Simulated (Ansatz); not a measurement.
Ideal-gas functions of BrGaHO, SMILES `[OH][Ga][Br]` radical at 600 K and 1 bar, from an Ansatz frequency run at PBE0-D4/def2-TZVP.

Molar mass 166.63 g/mol, point group Cs (symmetry number 1), electronic degeneracy 2, moments of inertia 28.676, 277.106, 305.782 u Å². Harmonic wavenumbers (cm⁻¹, unscaled): 134, 283, 307, 659, 793, 3884.

Use S(trans) = R[1.5 ln M + 2.5 ln T − 1.1517]; rotational temperatures θ = 24.2544 K / I; S(rot) = R[ln(√π/σ · √(T³/θAθBθC)) + 1.5]; for each mode x = 1.438777 ν̃/T, S = R[x/(eˣ − 1) − ln(1 − e⁻ˣ)] and H = RT x/(eˣ − 1); 1 cm⁻¹ = 0.0119627 kJ/mol; R = 8.31446 J/(mol·K).

Question: By hand: the entropy, in J/(mol·K).

Answer: Translation 187.2. Rotation: θ = 0.8458, 0.0875, 0.0793 K, giving 118.4. Vibration, mode by mode: 17.79, 11.70, 11.05, 5.32, 4.12, 0.01, in all 50.0. Electronic 5.8. Sum 361.4 J/(mol·K).

Question: By hand: H − E and G − E in kJ/mol, counted from the electronic energy.

Answer: Zero-point energy ½ × 6060 × 0.0119627 = 36.2; thermal vibration 14.8; translation, rotation and pV give 4 RT = 20.0. H − E = 71.0 kJ/mol, and G − E = 71.0 − 600 × 361.4/1000 = -145.8 kJ/mol.

Vibration gives 14 % of the entropy, 17.8 J/(mol·K) of it from the mode under 150 cm⁻¹: soft modes count most, and the harmonic formula is weakest for them. The sum counts one conformer and one mirror image; others add a mixing term.
